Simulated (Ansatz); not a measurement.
Ge₆Te₆. Total charge 0; singlet. Geometry PBE-D4/def2-SVP; atoms count from 1.

```xyz
12

Ge    0.9175    0.3183   -1.7084
Ge   -1.4347    0.1403   -1.1421
Ge   -2.3233   -0.1879    2.0303
Ge    2.0966   -0.0036    3.0887
Ge   -2.0779    2.5787   -1.7175
Ge    1.2300   -2.7564   -0.2727
Te    2.4740   -0.3906    0.4038
Te   -1.5280   -2.1471    0.1624
Te    1.5381   -1.9373   -2.8511
Te    0.4665    2.7441   -2.6757
Te   -1.0527    2.0091    0.8459
Te   -0.3061   -0.3676    3.8365
```

In the def2 sets Te takes a core potential; there is no spin–orbit coupling. Single mean-field runs in def2-TZVP are fitted with def2-universal-jkfit. Another isomer (singlet) lies 0.41 eV lower at PBE0-D4/def2-TZVP; other spin states weren't run for this one.

(1) Estimate the Mulliken populations from the PBE0/def2-TZVP orbitals of Ansatz.

(2) And the Mayer bond orders between heavy atoms (over 0.3)?

Answers

(1) 
```tsv
atom	charge (e)
Ge1	0.17
Ge2	0.08
Ge3	0.14
Ge4	0.18
Ge5	0.19
Ge6	0.12
Te7	-0.04
Te8	-0.12
Te9	-0.18
Te10	-0.24
Te11	-0.12
Te12	-0.17
```
Mulliken values depend strongly on the basis.

(2) Ge1–Ge2 0.71 (2.43 Å); Ge1–Te7 0.77 (2.72 Å); Ge1–Te9 0.99 (2.60 Å); Ge1–Te10 0.91 (2.65 Å); Ge2–Ge5 0.61 (2.59 Å); Ge2–Te8 0.83 (2.63 Å); Ge2–Te11 0.77 (2.76 Å); Ge3–Te8 0.72 (2.82 Å); Ge3–Te11 0.77 (2.80 Å); Ge3–Te12 0.91 (2.71 Å); Ge4–Te7 0.86 (2.74 Å); Ge4–Te12 1.48 (2.54 Å); Ge5–Te10 0.99 (2.72 Å); Ge5–Te11 0.72 (2.82 Å); Ge6–Te7 0.80 (2.76 Å); Ge6–Te8 0.73 (2.86 Å); Ge6–Te9 0.97 (2.72 Å).
